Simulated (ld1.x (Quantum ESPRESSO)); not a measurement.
# What the settings do to the TM potential of Fe (Z = 26)

Base potential:

iron, norm-conserving Troullier–Martins (Kleinman–Bylander form), made with ld1.x (Quantum ESPRESSO) 7.5 (LDA (PZ), scalar-relativistic). Core [Ne] 3s2, reference 3p6 3d6 4s1 4p0 (charge +1). Waves: 4s (bound): rc 1.70 bohr; 3p (bound): rc 1.25 bohr; 3d (bound): rc 1.35 bohr. Local part: the d channel. Core correction: none.

All-electron outer shells of the reference configuration (LDA (PZ), scalar-relativistic, ld1.x):

```
shell  level (eV)  outermost node (bohr)  outermost maximum (bohr)
   3s     -102.12                   0.33                      0.70
   3p      -68.54                   0.30                      0.72
   3d      -16.27                      –                      0.71
   4s      -12.63                   1.00                      2.26
   4p       -7.55                   1.09                      2.80
```

Cutoffs, loose and tight: the cutoffs (Ry, on a coarse ladder) from which the occupation-weighted sum of valence levels, in a spherical-Bessel basis at the reference potential, stays within 10 and 1 mRy of its value at 400 Ry. They do not see the model core or the augmentation charge, which bear on the density cutoff. Test errors are all-electron minus pseudo excitation energies from the reference, over the configurations 3p6 3d6 4s2 4p0; 3p6 3d6 4s0 4p0; 3p6 3d5 4s0 4p0; 3p6 3d6 4s1 4p1; 3p6 3d6 4s0 4p1; 3p6 3d6.5 4s1.5 4p0; 3p6 3d7 4s0 4p0 (two spin-polarised tests are not counted in the largest error). A dash means not determined; rows that change the core or the reference have their own tests.

A true bound ghost makes a file unfit for plane-wave use even where its test errors are small: the radial tests pick states by their node count and pass the ghost by.

```csv
change,outcome,"cutoff, loose","cutoff, tight",bound ghosts,largest test error (meV)
base,generated,140 Ry,200 Ry,s,-120
"all radii scaled by about 0.85 (s 1.44, p 1.06, d 1.14 bohr)",generated,160 Ry,230 Ry,s,-39
"all radii scaled by about 0.88 (s 1.50, p 1.10, d 1.18 bohr)",generated,160 Ry,230 Ry,s,-50
"all radii scaled by about 1.04 (s 1.76, p 1.30, d 1.40 bohr)",generated,120 Ry,180 Ry,s,-160
"all radii scaled by about 1.11 (s 1.88, p 1.38, d 1.50 bohr)",generated,110 Ry,180 Ry,s,-237
"all radii scaled by about 1.17 (s 2.00, p 1.46, d 1.58 bohr)",generated,100 Ry,160 Ry,s,-302
"all radii scaled by about 1.23 (s 2.08, p 1.54, d 1.66 bohr)",generated,90 Ry,160 Ry,s,-384
"all radii scaled by about 1.36 (s 2.32, p 1.70, d 1.84 bohr)",generated,80 Ry,140 Ry,s,-589
```

Q: What comes out with this change to the base: all radii scaled by about 0.75 (s 1.28, p 0.94, d 1.02 bohr)?

A: outcome: generated; cutoff, loose: 200 Ry; cutoff, tight: over 300 Ry; bound ghosts: s; largest test error (meV): -21.

Q: What comes out with this change to the base: all radii scaled by about 1.30 (s 2.22, p 1.62, d 1.76 bohr)?

A: outcome: generated; cutoff, loose: 90 Ry; cutoff, tight: 140 Ry; bound ghosts: s; largest test error (meV): -479.

Reading the sweep of the scale of all radii (base = 1) (base included, trends over the rows without a ghost): Bound ghosts are found at 0.75, 0.85, 0.88, 1, 1.04, 1.11, 1.17, 1.23, 1.3, 1.36. Every judged row has one, so this setting neither creates nor removes them.
